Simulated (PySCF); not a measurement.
Spin-rotation constants: SMILES CCCC(=O)O[SiH2]N, C4H11NO2Si

Molfile (atoms numbered from 1):
```
C4H11NO2Si
     RDKit          3D

 19 18  0  0  0  0  0  0  0  0999 V2000
    3.3360   -0.4832    0.3446 C   0  0  0  0  0  0  0  0  0  0  0  0
    1.8618   -0.8589    0.2734 C   0  0  0  0  0  0  0  0  0  0  0  0
    0.9942    0.3422   -0.0895 C   0  0  0  0  0  0  0  0  0  0  0  0
   -0.4703   -0.0135   -0.1952 C   0  0  0  0  0  0  0  0  0  0  0  0
   -0.9004   -1.1373   -0.2323 O   0  0  0  0  0  0  0  0  0  0  0  0
   -1.2400    1.0595   -0.2478 O   0  0  0  0  0  0  0  0  0  0  0  0
   -2.9029    1.0825   -0.3326 Si  0  0  0  0  0  4  0  0  0  0  0  0
   -3.5058   -0.0302    0.8245 N   0  0  0  0  0  0  0  0  0  0  0  0
    3.9365   -1.3506    0.6064 H   0  0  0  0  0  0  0  0  0  0  0  0
    3.6821   -0.1029   -0.6142 H   0  0  0  0  0  0  0  0  0  0  0  0
    3.4996    0.2861    1.0963 H   0  0  0  0  0  0  0  0  0  0  0  0
    1.7106   -1.6420   -0.4710 H   0  0  0  0  0  0  0  0  0  0  0  0
    1.5343   -1.2564    1.2357 H   0  0  0  0  0  0  0  0  0  0  0  0
    1.2977    0.7532   -1.0568 H   0  0  0  0  0  0  0  0  0  0  0  0
    1.0978    1.1412    0.6475 H   0  0  0  0  0  0  0  0  0  0  0  0
   -3.2392    0.8471   -1.7392 H   0  0  0  0  0  0  0  0  0  0  0  0
   -3.1620    2.4373    0.1293 H   0  0  0  0  0  0  0  0  0  0  0  0
   -3.0416   -0.9253    0.8843 H   0  0  0  0  0  0  0  0  0  0  0  0
   -4.4983   -0.1392    0.9488 H   0  0  0  0  0  0  0  0  0  0  0  0
  1  2  1  0
  2  3  1  0
  3  4  1  0
  4  5  2  0
  4  6  1  0
  6  7  1  0
  7  8  1  0
  1  9  1  0
  1 10  1  0
  1 11  1  0
  2 12  1  0
  2 13  1  0
  3 14  1  0
  3 15  1  0
  7 16  1  0
  7 17  1  0
  8 18  1  0
  8 19  1  0
M  END
```

Level of theory: GIAO PBE/pcSseg-1 magnetisability, rotational g tensor and spin-rotation constants, non-relativistic, gas phase in PySCF 2.14.0. Geometry: GFN2-xTB.

Question: Give the nuclear spin-rotation constants along the inertial axes (H = +C I·J) beside the isotropic shieldings.

Answer: Rotational constants 5.1863, 0.7014, 0.6532 GHz. A star marks the isotopologue with that one atom substituted, in its own axes.
```
atom  isotope  Caa (kHz)  Cbb (kHz)  Ccc (kHz)  mean (kHz)  σ (ppm)
  N8      14N      0.091      0.028      0.029       0.049    249.7
  H9       1H     -0.207     -0.030     -0.072      -0.103     30.3
 H10       1H     -0.529     -0.040     -0.028      -0.199     30.8
 H11       1H     -0.563     -0.058     -0.007      -0.209     30.7
 H12       1H     -0.527     -0.052     -0.004      -0.194     29.8
 H13       1H     -0.516     -0.035     -0.026      -0.192     30.1
 H14       1H     -0.500     -0.032     -0.026      -0.186     29.2
 H15       1H     -0.547     -0.052      0.000      -0.200     29.2
 H16       1H     -0.341     -0.062      0.032      -0.124     25.6
 H17       1H     -0.317     -0.011     -0.028      -0.119     26.5
 H18       1H     -0.386     -0.016     -0.077      -0.160     30.0
 H19       1H     -0.082     -0.067     -0.090      -0.080     31.8
  C1     13C*      0.696      0.103      0.099       0.299    166.5
  C2     13C*      0.844      0.106      0.104       0.351    158.3
  C3     13C*      0.796      0.138      0.137       0.357    139.3
  C4     13C*      2.732      0.253      0.183       1.056      5.3
  O5     17O*     -2.651     -0.418     -0.090      -1.053   -109.9
  O6     17O*     -1.325     -0.181     -0.112      -0.539    118.6
 Si7    29Si*     -3.232     -0.417     -0.418      -1.356    358.9
```
For the geometry as given, no vibrational averaging.

Question: How do the rotational constants and the g tensor change when H9, H10, H11, H12, H13, H14, H15, H16, H17, H18, H19 are replaced by deuterium?

Answer: Constants 4.1835, 0.6016, 0.5617 GHz; g -0.0492, -0.0055, -0.0034, against -0.0609, -0.0064, -0.0040 before.
